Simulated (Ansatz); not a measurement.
A structure relaxed at PBE/def2-SVPD in Ansatz, charge -1, doublet:

Cartesian coordinates in Å:
```
Cd 0.8135 -0.7875 2.2746
Cd 0.7334 0.4727 -2.3134
Cd -2.1458 0.8039 -1.3775
Cd -2.0499 -0.0385 1.5488
Cd 2.6489 -0.4506 -0.1325
```

(1) Give its formula and point group.

(2) Summarise the bond lengths by kind (pairs closer than 1.2 times the sum of covalent radii, bridged metal pairs left out).

## Answers

(1) Cd5⁻. Point group Cs (tolerance 0.1 Å).

(2) 5 × Cd–Cd 3.05 Å.

In the def2 sets Cd takes a core potential; there is no spin–orbit coupling. The highest occupied level of the charge -1 doublet lies above zero (up to 0.78 eV). The electron is either unbound and held by the finite basis, or the level is raised by self-interaction error. Another isomer (doublet) lies 0.19 eV lower at PBE0/def2-TZVPD; other spin states weren't run for this one.
